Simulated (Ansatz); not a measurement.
The cluster Ge3F5: single points at one geometry.

```yaml
crystal:
  periodic: [false, false, false]
  atoms:
    - {symbol: Ge, position_ang: [0.908046, 1.316287, 1.374180]}
    - {symbol: Ge, position_ang: [-0.696221, 1.653414, -0.821981]}
    - {symbol: Ge, position_ang: [-0.396735, -0.916803, -0.482158]}
    - {symbol: F, position_ang: [-0.536029, 0.926531, 2.305896]}
    - {symbol: F, position_ang: [-1.321848, -2.038135, 0.459672]}
    - {symbol: F, position_ang: [1.018097, -0.595889, 0.796534]}
    - {symbol: F, position_ang: [0.519928, 1.620835, -2.107839]}
    - {symbol: F, position_ang: [0.504772, -1.966250, -1.524304]}
basis:
  gaussian: {orbitals: def2-TZVP, initial_orbitals: start.molden}
magnetization: {spin_polarized: true, initial_magnetization: 1}
hamiltonian: {xc: r2scan, dispersion: d4}
scf: {omitted_lower_state_checks: [starts]}
output: {orbitals: {seedname: orbitals}}
```

The file start.molden holds the orbitals of an earlier run on this structure, at another level or in another basis.

```sh
$ ansatz run in.yaml --threads 4 --pin off --events-out ev --progress --plain --max-ram 6963MiB
```

It prints (some lines left out):

```
Functional definition: r2SCAN
1854 factors; their error is unknown
mean field evaluation 1: about -183144.5895 eV, gradient 7.8e0 eV
mean field evaluation 2: about -183144.6830 eV, gradient 1.3e-1 eV
mean field evaluation 4: about -183144.6584 eV, gradient 5.5e-4 eV
mean field -183144.65836634 eV, -6730.4420550549 hartree, gradient 1.9e-5 eV, S^2 0.763758; 0 other end points of the search recorded, 0 dependent functions left out
reference -183144.65837746 eV, -6730.4420554637 hartree; 71, 70 occupied and 228, 229 virtual orbitals, 1854 factors
Total energy: -183144.72889225 eV, -6730.4446468344 hartree
Checks for a lower state left out: starts
```

Hardware: 4 threads of Arm Neoverse V1 on a shared host. Wall time 23 s, peak host memory 0.72 GiB.

First input, but with `hamiltonian: {xc: pbe0, dispersion: d4}` (abridged; 39 s):

```
Functional definition: PBE0
mean field -183116.36264696 eV, -6729.4022065471 hartree, gradient 1.3e-5 eV, S^2 0.762462
Total energy: -183116.63092550 eV, -6729.4120656016 hartree
Checks for a lower state left out: starts
```

As the first input, with `hamiltonian: {xc: pbe, dispersion: d4}`, `output: {forces: true, orbitals: {seedname: orbitals}}` (abridged; 11 s):

```
Functional definition: PBE
mean field -183112.78567414 eV, -6729.2707552205 hartree, gradient 1.2e-5 eV, S^2 0.754760
Total energy: -183113.09748250 eV, -6729.2822139667 hartree
Atom 0 force     0.477761     0.276676    -0.039386 eV/Å
Atom 1 force    -0.502617     0.253058     0.166593 eV/Å
Atom 2 force    -0.220854     0.259037    -0.175392 eV/Å
Atom 3 force    -0.438849    -0.021629     0.375832 eV/Å
Atom 4 force    -0.294384    -0.327541     0.272393 eV/Å
Atom 5 force     0.346017    -0.184403     0.139642 eV/Å
Atom 6 force     0.378570     0.046906    -0.414553 eV/Å
Atom 7 force     0.254356    -0.302102    -0.325129 eV/Å
Dipole moment:     0.010587     0.720565     0.123306 e Å
Checks for a lower state left out: starts
```

Geometry: r2SCAN-D4/def2-SVP.

The structure comes from a short search, and lower isomers may exist.
